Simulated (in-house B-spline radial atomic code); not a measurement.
Results of a calculation; reference values are marked as such.
## Two electrons in Si: a Gaussian well −V exp(−r²/w²) with V = 327 meV and w = 10.8 nm

For Si the NSM archive of the Ioffe Institute lists m_l = 0.98 m0, m_t = 0.19 m0 and ε = 11.7; the model takes one isotropic valley with the conductivity mass 3/(1/m_l + 2/m_t) = 0.26 m0, and so misses anisotropy and the other valleys. All triplets below are those of one valley; with several valleys two electrons can form a triplet in the 1s orbital itself, at an energy set by the valley splitting.

Effective-mass model with parabolic bands, a uniform dielectric constant, no image charges, no central-cell or spin-orbit terms. Two-electron levels come from full CI in B-splines with partial waves to l = 5 (up to 0.001 effective hartree above the limit).

Question: What are the effective units, and what is the potential in them?

Answer: Ha* = 27211.386 meV × 0.26/11.7² = 51.68 meV and a* = 0.0529177 nm × 11.7/0.26 = 2.381 nm. V = 6.33 Ha* and w = 4.53 a*.

In these units the lowest s and p orbitals lie at -5.198126 and -4.475674, and their Coulomb and exchange integrals are J_ss = 0.680592, J_sp = 0.559826 and K_sp = 0.1103. Full CI gives -9.783111 for the ground singlet, -9.241636 for the sp triplet, -9.070952 for the sp singlet and -8.596521 for the lowest triplet of two s orbitals.

Question: What does it cost to add the second electron, to first order and exactly?

Answer: To first order E = 2ε_s + J_ss = -9.715660, so the charging energy E(2) − 2E(1) is J_ss = 35.18 meV. CI gives -9.783111 − 2 × (-5.198126) = 0.613140, or 31.69 meV: relaxation and correlation lower it by 3.486 meV, 9.9 % of J_ss. The s² configuration of one-electron orbitals holds 96.4 % of the state, and the mean radius is 3.42 nm. The second electron is bound by ε_s − E = 237 meV, against 268.7 meV for the first.

Question: How far above the singlet do the triplets lie?

Answer: To first order the sp triplet lies at ε_s + ε_p + J_sp − K_sp = -9.224300, which is 25.4 meV above 2ε_s + J_ss. CI gives -9.241636 − (-9.783111) = 0.541475, or 27.99 meV, 75 % of the orbital spacing of 37.34 meV. The ss triplet lies 61.33 meV up, so the lower of the two is the sp one, and its gap equals k_BT at 325 K. The sp singlet-triplet splitting is 8.822 meV, against 2K_sp = 11.4 meV.
